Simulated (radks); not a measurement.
Values are calculated unless marked as measured or tabulated.
Sr III, configuration [Kr].

Level of theory: non-relativistic Kohn-Sham, exchange-only PBE, spin-polarised, spherical densities, point nucleus; relativity is left out, which matters for an element this heavy (a radial shooting solver on a logarithmic mesh with Libxc functionals).

Energy parts (hartree):
part                   energy
total             -3130.52229
kinetic            3130.52229
electron-nucleus  -7449.61728
Hartree            1289.73647
exchange           -101.16378

Orbitals (lengths in bohr, moments of r in powers of bohr):
| orbital | occ. | eigenvalue (hartree) | <1/r> |
|---|---|---|---|
| 1s | 2 | -574.2405 | 37.49 |
| 2s | 2 | -77.05428 | 8.375 |
| 2p | 6 | -70.24744 | 8.361 |
| 3s | 2 | -12.26085 | 2.827 |
| 3p | 6 | -9.77059 | 2.725 |
| 3d | 10 | -5.26293 | 2.511 |
| 4s | 2 | -1.90976 | 0.9698 |
| 4p | 6 | -1.29490 | 0.8473 |

The highest occupied level is 4p at -35.236 eV. Summed over all electrons, <r^2> = 26.82 bohr^2, which gives a Langevin (diamagnetic) susceptibility term of -21.2 x 10^-6 cm^3/mol. Virial ratio -V/T = 2.00000. The density falls to 0.001 e/bohr^3 at r = 3.37 bohr.
